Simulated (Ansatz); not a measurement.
Cost and result for the atomization energy of `FB1CC1Cl` (8 atoms, 8 bonds).

The species carries charge 0 and has multiplicity 1. Geometry: relaxed with PBE0-D4/def2-TZVP. Program: Ansatz. All runs use 2 threads of an Arm Neoverse V1 on a shared host. Times are those of one run each, without the atoms' runs, and a repeat can differ threefold. Electronic energies, without spin–orbit coupling; frozen cores. CCSD(T)/CBS adds CCSD(T) − MP2 in def2-TZVPP to the MP2 limit, and its time is that of the two runs behind it. T1 = 0.012. HSE06 is the plane-wave form, built on full-range PBE exchange.

CCSD(T)/CBS is a level of theory with its own doubt, some kJ/mol a heavy atom from the limit and from the frozen cores, so smaller differences don't rank the functionals.

| level | functions | wall time |
| --- | --- | --- |
| revPBE-D4/def2-TZVPP | 208 | 2.6 s |
| PBE-D4/def2-TZVPP (with forces) | 208 | 3.2 s |
| BHLYP-D4/def2-TZVPP | 208 | 3.7 s |
| PBE0-D4/def2-TZVPP | 208 | 3.7 s |
| HSE06-D4/def2-TZVPP | 208 | 4 s |
| CCSD(T)/def2-SVP | 89 | 4.6 s |
| PBE-QIDH/def2-TZVPP | 208 | 7 s |
| ωB97X-V/def2-TZVPP | 208 | 10 s |
| B97M-V/def2-TZVPP | 208 | 12 s |
| ωB97M-V/def2-TZVPP (with forces) | 208 | 15 s |
| MP2/def2-QZVPP | 388 | 23 s |
| CCSD(T)/def2-TZVPP | 208 | 2.1 min |
| CCSD(T)/CBS(def2) | – | 2.5 min |

Question: What atomization energy does each give, and how far from CCSD(T)/CBS? (Estimate.)

Answer: The calculation gave: 
| level | atomization (kcal/mol) | difference from CCSD(T)/CBS | per bond |
| --- | --- | --- | --- |
| revPBE-D4/def2-TZVPP | 765.1 | 9.0 | 1.1 |
| PBE-D4/def2-TZVPP (with forces) | 788.6 | 32.5 | 4.1 |
| BHLYP-D4/def2-TZVPP | 733.3 | -22.8 | -2.9 |
| PBE0-D4/def2-TZVPP | 771.6 | 15.5 | 1.9 |
| HSE06-D4/def2-TZVPP | 772.3 | 16.2 | 2.0 |
| CCSD(T)/def2-SVP | 723.4 | -32.7 | -4.1 |
| PBE-QIDH/def2-TZVPP | 763.3 | 7.2 | 0.9 |
| ωB97X-V/def2-TZVPP | 762.2 | 6.1 | 0.8 |
| B97M-V/def2-TZVPP | 767.5 | 11.4 | 1.4 |
| ωB97M-V/def2-TZVPP (with forces) | 765.1 | 9.0 | 1.1 |
| MP2/def2-QZVPP | 774.0 | 17.9 | 2.2 |
| CCSD(T)/def2-TZVPP | 736.8 | -19.3 | -2.4 |
| CCSD(T)/CBS(def2) | 756.1 | 0.0 | 0.0 |

From BLYP to BHLYP (50 % exact exchange), in def2-TZVPP and without D4, the atomization energy moves by −22.1 kcal/mol: exact exchange takes away binding that semilocal exchange gives to molecules. The D4 term adds +5.8 kcal/mol with B3LYP and +3.0 kcal/mol with PBE0; it sums over pairs of atoms, weighted by their polarisabilities, and B3LYP, whose exchange is more repulsive, gets the larger term. At CCSD(T), def2-SVP lies −32.7 kcal/mol from the extrapolated value and def2-TZVPP −19.3 kcal/mol: correlation converges slowly with the basis, and small sets miss more of it in the bonded molecule than in its fragments.

B3LYP here is the variant with VWN-RPA as its local correlation; programs differ in this.
